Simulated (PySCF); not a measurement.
**A barrier at the coupled-cluster level**

Start structure (GeNH4F, closed shell), relaxed at PBE0-D4/def2-TZVP:

```xyz
7
angstrom
Ge -0.1842 -0.5341 0.4849
F 1.2745 -0.5342 1.4544
N -0.0872 0.6712 -0.8638
H 0.5987 0.4845 -1.5801
H -0.2741 -1.9440 -0.1040
H -1.3020 -0.1278 1.4477
H -0.0419 1.6424 -0.5924
```

The step: GeNH₄F ([NH2][GeH2][F]) → GeNH₃ ([NH][GeH2]) + HF; bonds formed: F2–H4; bonds broken: Ge1–F2, N3–H4. Computed with PySCF 2.14 with density fitting (its default auxiliary sets; JK sets also for MP2 and CCSD(T)) (basis: def2-TZVPP and def2-QZVPP); correlated methods freeze the cores. Filled d shells of the heavier atoms are correlated. The def2 sets are not built for correlating such inner shells, so the correlated values are less sure here. Extrapolation: Hartree–Fock as exp(−7.88 √X), correlation as X^−2.97. Energies below are by CCSD(T) at an estimated basis limit (MP2 extrapolated from triple and quadruple zeta, plus CCSD(T) − MP2 in triple zeta).

Task: What are the electronic barrier and the energy of the step, from the start structure to the end structure? (An estimate is asked for; the value comes from the calculation.)

Result: By the calculation: Barrier 65.78 kcal/mol; step energy 56.10 kcal/mol (uphill); reverse barrier, their difference, 9.68 kcal/mol. Barrier and step energy count from the start structure, the reverse barrier from the end structure.

The saddle point: One imaginary mode of 252i cm⁻¹.
```
  pair  start (Å)  saddle (Å)  end (Å)
 F2–H4       3.27        1.02     0.96
Ge1–F2       1.75        2.33     3.63
 N3–H4       1.01        1.56     1.62
```

Zero-point energy (harmonic, PBE0-D4): ZPE is 27.74 kcal/mol at the start and 24.78 kcal/mol at the saddle, so the barrier goes from 65.78 to 62.82 kcal/mol.

First-order rate constant out of the start structure at 498 K by transition-state theory, with harmonic vibrational free energies alone and no tunnelling: ΔA‡ = 63.23 kcal/mol, so k = (kB T/h) exp(−ΔA‡/kB T) ≈ 10^-15 s⁻¹ (an order of magnitude at best: rotation, the number of equivalent paths and anharmonicity are left out).

No T1 diagnostic of these runs exceeds 0.019. The restricted Hartree–Fock reference is unstable towards an unrestricted one at one or more of these structures.

Labels in which every atom is bracketed show which atoms are joined, not bond orders.

For scale, one of the runs: CCSD(T)/def2-TZVPP, 166 basis functions, launched by `OMP_NUM_THREADS=4 python run.py`. The run took 2.9 min on 4 CPU threads of a Oxide Virtual Turin-like (shared host), with 1.7 GiB of host memory at its peak.
